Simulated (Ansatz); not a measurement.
```yaml
crystal:
  periodic: [false, false, false]
  atoms:
    - {symbol: B, position_ang: [-0.655015, -1.133994, -0.742937]}
    - {symbol: H, position_ang: [-0.753759, -1.451660, -1.861405]}
    - {symbol: As, position_ang: [1.038505, -1.500930, 0.108793]}
    - {symbol: B, position_ang: [1.431382, 0.382839, 0.267335]}
    - {symbol: H, position_ang: [2.321038, 0.783753, -0.372539]}
    - {symbol: As, position_ang: [0.497206, 1.726246, 1.339689]}
    - {symbol: B, position_ang: [-0.875769, 0.393604, 1.217646]}
    - {symbol: H, position_ang: [-0.679989, -0.421941, 2.037756]}
    - {symbol: As, position_ang: [-2.226442, -0.253839, 0.020815]}
    - {symbol: H, position_ang: [1.849250, -1.826314, -1.076994]}
    - {symbol: H, position_ang: [0.283718, 2.564897, 0.139562]}
    - {symbol: H, position_ang: [-2.230136, 0.737338, -1.077711]}
basis:
  gaussian: {orbitals: def2-SVPD}
hamiltonian: {xc: {name: HSE06}}
correlation: {method: rpa}
scf: {omitted_lower_state_checks: [starts]}
```

```sh
$ ansatz run in.yaml --threads 4 --pin off --events-out ev --progress --plain --max-ram 8704MiB
```

Output, abridged:

```
Functional definition: HSE06
2159 factors; integrals over basis functions are off by at most 1.2e-3 eV
204 factors; integrals over basis functions are off by at most 3.4e-7 eV
mean field evaluation 1: about -184595.9716 eV, gradient 3.8e1 eV
mean field evaluation 2: about -184596.0016 eV, gradient 3.8e1 eV
mean field evaluation 4: about -184600.4120 eV, gradient 5.2e0 eV
mean field evaluation 8: about -184600.4970 eV, gradient 7.2e-1 eV
mean field evaluation 16: about -184600.4983 eV, gradient 2.3e-4 eV
mean field -184600.49830305 eV, -6783.9431859253 hartree, gradient 8.4e-6 eV, S^2 0.000000; 0 other end points of the search recorded, 0 dependent functions left out
30 core orbitals not correlated: weight in the atoms' cores, before any rotation towards them, 1.000 or more for the frozen orbitals, at most 0.000 for the correlated occupied ones
reference -184470.01405659 eV, -6779.1479783134 hartree; 30, 30 occupied and 162, 162 virtual orbitals, 2159 factors
Total energy: -184509.06689643 eV, -6780.5831437064 hartree
Checks for a lower state left out: starts
```

Hardware: 4 threads of Arm Neoverse V1 on a shared host. Wall time 20 s, peak host memory 1.1 GiB.

HSE06 is defined as in plane-wave codes, on full-range PBE exchange. Correlated methods freeze 30 core orbitals; core or outer-core shells of As are correlated, in sets that lack core-valence functions.
